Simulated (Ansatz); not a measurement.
Start from `N[SiH2][Al]([NH2])[F]` and change one atom or group to get `C[CH2][Al]([NH2])[F]`.

Ansatz, PBE0-D4/def2-TZVP geometries, multiplicity 1. Each molecule was computed in one conformer, which needn't be the lowest.

| property | `N[SiH2][Al]([NH2])[F]` |
| --- | --- |
| LUMO energy (B3LYP/def2-TZVPP) / eV | -0.99 |
| HOMO energy (ωB97M-V/def2-TZVPP) / eV | -9.44 |
| HOMO–LUMO gap (ωB97M-V/def2-TZVPP) / eV | 10.28 |
| size of the dipole moment (B3LYP/def2-TZVPP) / D | 2.90 |
| HOMO–LUMO gap (B3LYP/def2-TZVPP) / eV | 6.06 |
| HOMO–LUMO gap (PBE/def2-TZVPP) / eV | 4.38 |

**Question.** What does the change do to each property? (An estimate is asked.)

**Answer.** The calculation gave: 
| property | `C[CH2][Al]([NH2])[F]` | shift |
| --- | --- | --- |
| LUMO energy (B3LYP/def2-TZVPP) / eV | -0.32 | 0.67 |
| HOMO energy (ωB97M-V/def2-TZVPP) / eV | -9.95 | -0.51 |
| HOMO–LUMO gap (ωB97M-V/def2-TZVPP) / eV | 11.40 | 1.12 |
| size of the dipole moment (B3LYP/def2-TZVPP) / D | 2.12 | -0.78 |
| HOMO–LUMO gap (B3LYP/def2-TZVPP) / eV | 6.97 | 0.91 |
| HOMO–LUMO gap (PBE/def2-TZVPP) / eV | 5.30 | 0.92 |

With PBE0 the HOMO falls by 0.27 eV and the LUMO rises by 0.81 eV, so the gap widens by about 1.08 eV. PBE moves the HOMO by -0.18 eV and ωB97M-V by -0.51 eV. Dipoles are sizes alone; their direction can turn.

B3LYP here is the variant with VWN-RPA as its local correlation; programs differ in this.
